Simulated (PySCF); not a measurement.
CCl3, SMILES Cl[C](Cl)Cl, multiplicity 2. Geometry: PBE-D3(BJ)/def2-SVP. The isomer is the one that the SMILES or the coordinates give; other isomers of the formula were not compared.

These are PBE-D3(BJ)/def2-SVP run with PySCF 2.14.0 values and carry that method's errors.

Harmonic wavenumbers (cm⁻¹): 265, 265, 325, 487, 865, 865. Rotational constants (GHz): 3.266, 3.266, 1.645; symmetry number 3.

Question: Work out the zero-point energy and the ideal-gas rigid-rotor harmonic-oscillator thermochemistry at 298.15 K and 1 atm.

Answer: ZPE = ½ Σ hcν = ½ × 3070 cm⁻¹ = 18.36 kJ/mol. H − E(el) = 32.69 kJ/mol. Entropy in J/(mol K): translation 168.28, rotation 105.12, vibration 23.27, spin 5.76, total 302.44. G − E(el) = -57.48 kJ/mol. Cp = 64.56 J/(mol K).
